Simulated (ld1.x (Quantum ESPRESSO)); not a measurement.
W, PAW: configuration errors across variants

- Element: W (Z = 74)
- Generator: ld1.x (Quantum ESPRESSO) 7.5
- Type: PAW
- Functional: BLYP
- Relativity: fully relativistic
- Frozen core: [Xe] 4f14
- Valence charge: 6
- Reference configuration: 5d4 6s2 6p0
- Partial waves: 6s (bound): rcut 2.80, rcutus 3.30 bohr; 6s channel at 0.05 Ry: rcut 2.80, rcutus 3.30 bohr; 6p (bound, empty): rcut 4.40, rcutus 4.65 bohr; 6p channel at 3.5 Ry: rcut 4.40, rcutus 4.65 bohr; 5d (bound): rcut 2.20, rcutus 2.85 bohr; 5d channel at 0.35 Ry: rcut 2.20, rcutus 2.85 bohr
- Local potential: all-electron potential smoothed inside 2.45 bohr (lloc = -1)
- Core correction: Bessel-smoothed model core inside 1.65 bohr
- Augmentation charge: PSQ, inside the norm-conserving radii

Open shells are filled in proportion to 2j + 1 (rel_dist='average').

All-electron excitation energies from the reference (eV): (1) 5d4 6s1 6p0 8.819; (2) 5d4 6s0 6p0 24.570; (3) 5d3 6s0 6p0 49.903.

5 further variants failed, have other tests or another functional or relativity, and are left out.

Errors AE − PS in meV (a dash: test not solved or not reliable):

| change | (1) | (2) | (3) | bound ghosts |
| --- | --- | --- | --- | --- |
| base | +0.9 | -7.6 | -178 | not determined |
| waves 5d (bound): rcut 2.20, rcutus 3.76 bohr; 5d channel at 0.35 Ry: rcut 2.20, rcutus 3.76 bohr | +6.9 | +18 | -189 | not determined |
| core correction Bessel-smoothed model core inside 2.12 bohr | +0.6 | -7.7 | -178 | not determined |
| local potential all-electron potential smoothed inside 4.10 bohr (lloc = -1) | -0.7 | -8.5 | -180 | not determined |
| waves 6s (bound): rcut 2.42, rcutus 2.56 bohr; 6s channel at 0.05 Ry: rcut 2.42, rcutus 2.56 bohr | -1.0 | -8.3 | -177 | not determined |
| local potential all-electron potential smoothed inside 2.62 bohr (lloc = -1) | 0.0 | -8.0 | -177 | not determined |

Q: Give the same row for: wave 6s channel at 0.05 Ry: rcut 2.80, rcutus 3.30 bohr becomes 6s channel at 0.38 Ry: rcut 2.80, rcutus 3.30 bohr.

A: +1.0, -7.6, -178; bound ghosts: not determined.
